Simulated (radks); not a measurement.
Values are calculated unless marked as measured or tabulated.
Task: These are the eigenvalues of the occupied orbitals of an atom or ion with whole-number occupations (hartree). Code: a radial shooting solver on a logarithmic mesh with Libxc functionals. Model: scalar-relativistic Kohn-Sham, r2SCAN, spin-polarised, spherical densities, finite nucleus; meta-GGA in the generalised Kohn-Sham scheme; Fermi nuclear charge, rms radius of each element as measured or else 0.836 A^(1/3) + 0.57 fm.

1s up: -1598.383
1s down: -1598.379
2s up: -260.0709
2s down: -260.0702
2p up: -232.4724
2p down: -232.4699
3s up: -57.43990
3s down: -57.43852
3p up: -48.68719
3p down: -48.68509
3d up: -36.55206
3d down: -36.54969
4s up: -12.30747
4s down: -12.30282
4p up: -9.42639
4p down: -9.42209
4d up: -5.31701
4d down: -5.31128
5s up: -2.48140
5s down: -2.43533
5p up: -1.76619
5p down: -1.72224
4f up: -0.99028
4f down: -0.97481

Which element is it, and in what charge state? The configuration may be excited.

Result: Z = 60, neodymium, charge +3: Nd3+ in [Kr] 4d10 4f(up 2, down 2) 5s2 5p(up 3, down 2). The list shows which subshells hold electrons but not how many an open one holds; the 1s level, -1598.4 hartree, gives Z - s = 56.5 by -(Z - s)^2/2, which with screening and relativity narrows Z to a few neighbours, and the depths of the outer levels then fix element, charge and occupations together.
